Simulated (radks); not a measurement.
Values are calculated unless marked as measured or tabulated.
Q: Species: the sulfur ion S4+. Configuration: [Ne] 3s2 (the NIST ground configuration). Code: a radial shooting solver on a logarithmic mesh with Libxc functionals. Model: non-relativistic Kohn-Sham, PBE, spin-polarised, spherical densities, point nucleus. Some entries of the table are withheld. Estimate them.

| orbital | occ. | eigenvalue (Ry) | <1/r> (bohr^-1) |
|---|---|---|---|
| 1s | 2 | -180.7778 | 15.56 |
| 2s | 2 | (1) | 3.057 |
| 2p | 6 | -15.88618 | (2) |
| 3s | 2 | -4.83215 | 0.9429 |

A: 
(1) 2s eigenvalue (Ry): -19.83070
(2) 2p <1/r> (bohr^-1): 2.967
